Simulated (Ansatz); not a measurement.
SiEt3(NCO) (C7H15NOSi). Total charge 0; singlet. Geometry PBE-D4/def2-SVP.

Cartesian coordinates in Å:
```
Si -0.087 0.027 0.013
C -0.942 -1.269 1.095
C -0.267 -1.529 2.449
H -1.000 -2.210 0.505
H -1.996 -0.940 1.235
H -0.789 -2.319 3.026
H 0.786 -1.853 2.319
H -0.251 -0.618 3.083
C -0.002 1.709 0.877
C 0.792 2.785 0.122
H 0.433 1.546 1.887
H -1.050 2.043 1.054
H 0.837 3.738 0.687
H 1.836 2.459 -0.063
H 0.341 3.012 -0.866
C -0.899 0.158 -1.691
C -0.877 -1.134 -2.519
H -0.390 0.979 -2.242
H -1.944 0.508 -1.533
H -1.339 -0.994 -3.519
H 0.161 -1.490 -2.680
H -1.430 -1.955 -2.018
N 1.565 -0.510 -0.236
C 2.700 -0.886 -0.408
O 3.814 -1.255 -0.577
```

Single mean-field runs in def2-TZVP are fitted with def2-universal-jkfit.

(1) Estimate the orbital energies around the gap (eV) in Ansatz with PBE-D4/def2-SVP, PBE-D4/def2-TZVP, r2SCANh-D4/def2-TZVP, PBE0-D4/def2-SVP, PBE0-D4/def2-TZVP.

Results:

(1) 
| orbital | PBE-D4/def2-SVP | PBE-D4/def2-TZVP | r2SCANh-D4/def2-TZVP | PBE0-D4/def2-SVP | PBE0-D4/def2-TZVP |
| --- | --- | --- | --- | --- | --- |
| HOMO−5 | -8.25 | -8.34 | -9.20 | -9.73 | -9.78 |
| HOMO−4 | -8.25 | -8.34 | -9.20 | -9.73 | -9.78 |
| HOMO−3 | -7.31 | -7.42 | -8.26 | -8.78 | -8.84 |
| HOMO−2 | -7.31 | -7.42 | -8.26 | -8.78 | -8.84 |
| HOMO−1 | -6.39 | -6.52 | -7.27 | -7.74 | -7.81 |
| HOMO | -6.39 | -6.52 | -7.27 | -7.74 | -7.80 |
| LUMO | 0.31 | -0.09 | 0.70 | 1.28 | 0.70 |
| LUMO+1 | 0.31 | 0.03 | 0.70 | 1.28 | 0.99 |
| LUMO+2 | 0.51 | 0.03 | 0.76 | 1.34 | 0.99 |
| LUMO+3 | 1.01 | 0.41 | 1.23 | 1.91 | 1.23 |
| LUMO+4 | 1.07 | 0.55 | 1.40 | 1.96 | 1.42 |
| LUMO+5 | 1.08 | 0.55 | 1.41 | 1.96 | 1.42 |
